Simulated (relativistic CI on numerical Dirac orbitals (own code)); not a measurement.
Slater and spin-orbit integrals, Zr15+

Method of calculation: Dirac-Coulomb-Breit CI, KLI orbitals optimised for each configuration, a model potential for QED, unscaled Slater integrals (own radial code, finite nucleus).

Slater integrals F^k, G^k are unscaled and averaged over j, outside the closed core [Ne]; ζ comes from projecting the Hamiltonian with its Breit term on Σ l·s of the shell.

- 3s2 3p6 3d7: F^2(3d,3d) = 241500, F^4(3d,3d) = 154340, ζ(3d) = 8734.5 cm⁻¹; <r>(3d) = 0.4127, <r^2>(3d) = 0.2013 (bohr units).
- 3s2 3p5 3d8: ζ(3p) = 80143, F^2(3d,3d) = 240800, F^4(3d,3d) = 153870, F^2(3p,3d) = 224090, G^1(3p,3d) = 257750, G^3(3p,3d) = 165700, ζ(3d) = 8574.8 cm⁻¹; <r>(3p) = 0.4396, <r^2>(3p) = 0.2237, <r>(3d) = 0.4138, <r^2>(3d) = 0.2024 (bohr units).
- 3s2 3p4 3d9: F^2(3p,3p) = 226590, ζ(3p) = 80142, F^2(3p,3d) = 223710, G^1(3p,3d) = 257590, G^3(3p,3d) = 165490, ζ(3d) = 8417.8 cm⁻¹; <r>(3p) = 0.4402, <r^2>(3p) = 0.2243, <r>(3d) = 0.4148, <r^2>(3d) = 0.2035 (bohr units).

Q: Give the Racah parameters of the d shell in 3s2 3p6 3d7.

A: B = F²/49 − 5F⁴/441 = 3179 cm⁻¹ and C = 35F⁴/441 = 12249 cm⁻¹.

Averages of the first 10 configurations, taken without configuration mixing, which lowers the lowest level and can move excited configurations by several eV; other configurations of the list can lie among them:

```
  Configuration  Parity  States  Average energy above the lowest level (eV)
    3s2 3p6 3d7    even     120                                        10.0
    3s2 3p5 3d8     odd     270                                       160.5
    3s2 3p4 3d9    even     150                                       314.2
     3s 3p6 3d8    even      90                                       256.9
        3p6 3d9    even      10                                       508.2
 3s2 3p6 3d6 4s    even     420                                       235.4
 3s2 3p6 3d6 4p     odd    1260                                       266.4
     3s 3p5 3d9     odd     120                                       406.2
 3s2 3p6 3d6 4d    even    2100                                       313.9
3s2 3p6 3d5 4s2    even     252                                       477.4
```
